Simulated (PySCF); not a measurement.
**CsCl and its ions**

RHF; basis Cs def2-SVPD with ECP46, Cl def2-SVPD; scalar-relativistic core potentials; PySCF 2.14. Neutral (RHF): singlet (closed shell), Re = 3.072 Å, ωe = 193 cm⁻¹, De = 3.43 eV, HOMO -8.79 eV, LUMO -0.29 eV.

CsCl⁻ (UHF): doublet (σ ↑), Re = 3.225 Å, ωe = 150 cm⁻¹. The energies at the minima are -479.30755 hartree for CsCl and -479.32083 for CsCl⁻.

Problem. Work out the adiabatic electron affinity, without and with harmonic zero-point energies (1 hartree = 27.2114 eV, 1 eV = 8065.5 cm⁻¹), and the change of the bond length.

Solution. At HF: 0.01328 hartree = 0.361 eV between the minima; the zero-point term (193.0 − 150.0)/2 cm⁻¹ = +0.003 eV makes it 0.364 eV. Re changes by +15.3 pm against the neutral. The electron enters a σ orbital; in so polar a molecule the change of length follows mostly from the change of the ionic charges.

Spin–orbit coupling is left out, which matters for elements this heavy, above all for dissociation energies. Where the molecule has an RHF reference, its open-shell atoms are computed with UHF. Hartree–Fock leaves out correlation, which carries a large part of most bond energies and some tenths to 1 eV of ionisation energies. States were picked by a PBE0 search and need not be the measured ground states.

Neutral and ion stand on different kinds of reference determinant, which adds to the error of the difference.
